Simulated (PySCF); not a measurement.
Species: (ClSi)4S6 adamantane, Cl4S6Si4.
Structure used (PBE0-D3(BJ)/def2-SVP), in Å, numbered top down from 1:
```xyz
14
Cl4S6Si4 angstrom
Si    -1.6025   -0.9129   -0.8386
Cl    -3.2109   -1.8250   -1.6962
S     -0.6258    0.1168   -2.4334
Si     1.0190    1.0232   -1.4157
Cl     2.0420    2.0534   -2.8471
S      0.4174    2.4822    0.0230
Si    -0.6330    1.2772    1.4408
Cl    -1.2699    2.5733    2.8796
S     -2.4088    0.3998    0.6411
S      0.6236   -0.1291    2.4473
Si     1.2115   -1.4011    0.8324
Cl     2.4366   -2.8096    1.6541
S     -0.4232   -2.4899   -0.0100
S      2.4046   -0.4020   -0.6340
```

NICS is the negative of the GIAO shielding at a point without a nucleus: at the ring centre (0) and 1 Å above and below it (1); zz is the component along the ring normal. Level: GIAO PBE0/pcSseg-1 (PySCF, non-relativistic, gas phase) on the PBE0-D3(BJ)/def2-SVP geometry, one conformer.

Ring bond lengths (Å), with Mayer bond orders in brackets: Si1–S3 2.135 (0.98), S3–Si4 2.136 (0.98), Si4–S6 2.136 (0.98), S6–Si7 2.137 (0.98), Si7–S9 2.136 (0.98), S9–Si1 2.136 (0.98); Si1–S3 2.135 (0.98), S3–Si4 2.136 (0.98), Si4–S14 2.136 (0.98), S14–Si11 2.138 (0.98), Si11–S13 2.137 (0.98), S13–Si1 2.136 (0.98); Si1–S9 2.136 (0.98), S9–Si7 2.136 (0.98), Si7–S10 2.138 (0.98), S10–Si11 2.138 (0.98), Si11–S13 2.137 (0.98), S13–Si1 2.136 (0.98).

Q: Give the NICS values of each ring in ppm.

A: 
```
                   ring                               type  NICS(0)  NICS(1), two faces  NICS(1)zz, two faces  rms pucker (Å)  centre to ring atoms, mean (Å)
   Si1–S3–Si4–S6–Si7–S9  6-membered ring with 3 S and 3 Si     -5.6         -5.5 / -3.3            -4.9 / 1.6            0.39                            2.02
Si1–S3–Si4–S14–Si11–S13  6-membered ring with 3 S and 3 Si     -5.6         -3.3 / -5.5            1.6 / -4.9            0.39                            2.02
Si1–S9–Si7–S10–Si11–S13  6-membered ring with 3 S and 3 Si     -5.6         -5.5 / -3.3            -4.9 / 1.6            0.39                            2.02
```

Q: What can be read from them?

A: 
- Si1–S3–Si4–S6–Si7–S9: mean NICS(1)zz -1.7 ppm, near zero. Si1, Si4, Si7 have four or more neighbours; no verdict on aromaticity is drawn. The two faces differ by 6.5 ppm, so no symmetry operation interchanges them.
- Si1–S3–Si4–S14–Si11–S13: mean NICS(1)zz -1.7 ppm, near zero. Si1, Si4, Si11 have four or more neighbours, so the value isn't read as a sign of a π ring current. The two faces differ by 6.5 ppm, so no symmetry operation interchanges them.
- Si1–S9–Si7–S10–Si11–S13: mean NICS(1)zz -1.6 ppm, near zero. Si1, Si7, Si11 have four or more neighbours; no verdict on aromaticity is drawn. The two faces differ by 6.5 ppm, so no symmetry operation interchanges them.

Q: At the first NICS(1) probe listed for ring Si1–S3–Si4–S14–Si11–S13, 1 Å off the ring, what do the in-plane components average?

A: The isotropic value is a third of the trace: (3 × -3.3 − (1.6))/2 = -5.7 ppm.

Q: How do the values depend on the level or the medium?

A: 
```tsv
level	NICS(0), Si1–S3–Si4–S6–Si7–S9	mean NICS(1)zz, Si1–S3–Si4–S6–Si7–S9	NICS(0), Si1–S3–Si4–S14–Si11–S13	mean NICS(1)zz, Si1–S3–Si4–S14–Si11–S13	NICS(0), Si1–S9–Si7–S10–Si11–S13	mean NICS(1)zz, Si1–S9–Si7–S10–Si11–S13
PBE0/pcSseg-1, gas	-5.6	-1.7	-5.6	-1.7	-5.6	-1.6
wB97X-D/pcSseg-1, gas	-5.5	-1.4	-5.5	-1.4	-5.5	-1.4
```

The geometry is the same throughout.
